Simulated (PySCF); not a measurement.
**Spinor energies of Nd²⁵⁺ (neodymium, charge +25)**

Start: [Ar] 3d10 4s2 4p5; 4p1/2 filled at m_j = +1/2; 4p3/2 filled at m_j = -3/2, -1/2, +1/2, +3/2. Calculated with PySCF 2.14 in an uncontracted even-tempered set (17 s from 1.9 bohr⁻², ratio 2.8; 14 p from 2.5 bohr⁻², ratio 2.8; 9 d from 4.5 bohr⁻², ratio 2.8; 4 f from 14 bohr⁻², ratio 3): generalised Hartree-Fock with the X2C-1e Hamiltonian and a Gaussian nucleus; one run each with spin-orbit coupling (SO) screened by Boettger's factors, then bare. This is a chosen level, not necessarily the ground level.

```json
{"spinor shell": "1s1/2", "electrons": "2", "ε, screened SO (eV)": "-44579.7", "ε, bare SO (eV)": "-44579.3", "weight of nominal j (bare SO)": "1.000", "rms radius, bare SO (bohr)": "0.0269"}
{"spinor shell": "2s1/2", "electrons": "2", "ε, screened SO (eV)": "-7990.2", "ε, bare SO (eV)": "-7990.1", "weight of nominal j (bare SO)": "1.000", "rms radius, bare SO (bohr)": "0.109"}
{"spinor shell": "2p1/2", "electrons": "2", "ε, screened SO (eV)": "-7588.5", "ε, bare SO (eV)": "-7602.7", "weight of nominal j (bare SO)": "1.000", "rms radius, bare SO (bohr)": "0.0936"}
{"spinor shell": "2p3/2", "electrons": "4", "ε, screened SO (eV)": "-7064.8", "ε, bare SO (eV)": "-7059.4", "weight of nominal j (bare SO)": "1.000", "rms radius, bare SO (bohr)": "0.0998"}
{"spinor shell": "3s1/2", "electrons": "2", "ε, screened SO (eV)": "-2369.7", "ε, bare SO (eV)": "-2369.7", "weight of nominal j (bare SO)": "1.000", "rms radius, bare SO (bohr)": "0.281"}
{"spinor shell": "3p1/2", "electrons": "2", "ε, screened SO (eV)": "-2197.3", "ε, bare SO (eV)": "-2200.2", "weight of nominal j (bare SO)": "1.000", "rms radius, bare SO (bohr)": "0.272"}
{"spinor shell": "3p3/2", "electrons": "4", "ε, screened SO (eV)": "-2089.2", "ε, bare SO (eV)": "-2088.1", "weight of nominal j (bare SO)": "1.000", "rms radius, bare SO (bohr)": "0.284"}
{"spinor shell": "3d3/2", "electrons": "4", "ε, screened SO (eV)": "-1795.4", "ε, bare SO (eV)": "-1798.3", "weight of nominal j (bare SO)": "1.000", "rms radius, bare SO (bohr)": "0.255"}
{"spinor shell": "3d5/2", "electrons": "6", "ε, screened SO (eV)": "-1772.3", "ε, bare SO (eV)": "-1770.5", "weight of nominal j (bare SO)": "1.000", "rms radius, bare SO (bohr)": "0.259"}
{"spinor shell": "4s1/2", "electrons": "2", "ε, screened SO (eV)": "-1000.3", "ε, bare SO (eV)": "-1000.3", "weight of nominal j (bare SO)": "1.000", "rms radius, bare SO (bohr)": "0.595"}
{"spinor shell": "4p1/2", "electrons": "1", "ε, screened SO (eV)": "-929.61", "ε, bare SO (eV)": "-930.45", "weight of nominal j (bare SO)": "1.000", "rms radius, bare SO (bohr)": "0.606"}
{"spinor shell": "4p3/2", "electrons": "4", "ε, screened SO (eV)": "-895.82", "ε, bare SO (eV)": "-895.51", "weight of nominal j (bare SO)": "1.000", "rms radius, bare SO (bohr)": "0.631"}
```

| quantity | screened SO | bare SO |
| --- | --- | --- |
| E (hartree) | -9330.90726 | -9331.25437 |
| M_J | 1/2 | 1/2 |
| ⟨J²⟩ | 0.752 | 0.752 |
| ⟨L²⟩ | 2.032 | 2.034 |
| ⟨S²⟩ | 0.778 | 0.780 |

Each row is a mean over spinors that exchange with the open shell spreads, by up to 4.665 eV (3p1/2).

Breit and QED terms are absent; they matter most for the inner s and p1/2 levels.

Densities and radii are taken from the X2C orbitals without a picture-change correction, which distorts them close to the nucleus.
